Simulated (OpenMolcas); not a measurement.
# Ni6+, Pd6+, Pt6+: d4 down the group

| Property | Result |
| --- | --- |
| Program | OpenMolcas 26.06 |
| Method | MS-CASPT2, IPEA 0.25 Eh, imaginary shift 0.1 Eh |
| Basis | ANO-R3 |
| Scalar Hamiltonian | X2C, finite nucleus |
| Spin-orbit coupling | state interaction with AMFI integrals over the reference wave functions, term energies averaged over their components |

Active space for each ion: 4 electrons in 5 orbitals (d); closed shells correlated by CASPT2: Ni6+ 3s 3p; Pd6+ 4s 4p; Pt6+ 5s 5p.

Computed levels in cm-1 above 5D0:

| Level | Ni6+ | Pd6+ | Pt6+ |
| --- | --- | --- | --- |
| 5D1 | 287 | 894 | 7480 |
| 5D2 | 831 | 2260 | 13270 |
| 5D3 | 1588 | 3870 | 17280 |
| 5D4 | 2520 | 5600 | 19150 |
| 3H4 | 31900 | 21870 | 28590 |
| 3P1(1) | 31950 | 24000 | 35480 |
| 3H5 | 32560 | 23950 | 35400 |
| 3H6 | 33240 | 25480 | 38390 |
| 3F2(1) | 34510 | 25740 | 33790 |
| weight of 5D in the lowest level (%) | 99 | 94 | 56 |

Mixed levels, with the weight of the term that names them: Pd6+ 3H4 (73 %), Pt6+ 5D0 (56 %), Pt6+ 5D4 (52 %), Pt6+ 3H4 (52 %), Pt6+ 3P1(1) (70 %), Pt6+ 3H5 (75 %), Pt6+ 3H6 (69 %), Pt6+ 3F2(1) (58 %).

Measured, with the error of the calculation in %. Measured levels: Ni6+ from Corliss and Sugar, J. Phys. Chem. Ref. Data 10, 197 (1981).

| Level | Ni6+ |
| --- | --- |
| 5D1 | 279 (+3.0) |
| 5D2 | 804 (+3.3) |
| 5D3 | 1520 (+4.4) |
| 5D4 | 2392 (+5.3) |
| 3H4 | 31672 (+0.7) |
| 3P1(1) | 31836 (+0.3) |
| 3H5 | 32286 (+0.8) |
| 3H6 | 32877 (+1.1) |
| 3F2(1) | 34247 (+0.8) |

The fine-structure level 5D4 changes by a factor of 7.6 from Ni6+ to Pt6+.

Without spin-orbit coupling 3H lies 31200, 20810, 18590 cm-1 above 5D in that order; the difference to the level 3H4, of either sign, comes from spin-orbit coupling, which also lowers the zero.

CASPT2 breaks the degeneracy within a term, and the mean is taken; among the terms shown or strongly mixed into the levels shown the widest spread is 1200 cm-1 (5d4 1I, Pt6+). The CASPT2 spread within a term exceeds the gap to the next term for 5d4 1I and 5d4 3D, so the order of their levels is uncertain (holds for Pt6+). Computed and measured levels are paired by configuration, term and J; levels that our copy of the source lacks, or whose pairing is in doubt (as where it misses far off the trend of its configuration), stay unpaired and out of the deviations. Only configurations of the active space appear.

A number in round brackets counts repeated terms of one configuration in the order of the reference energies.
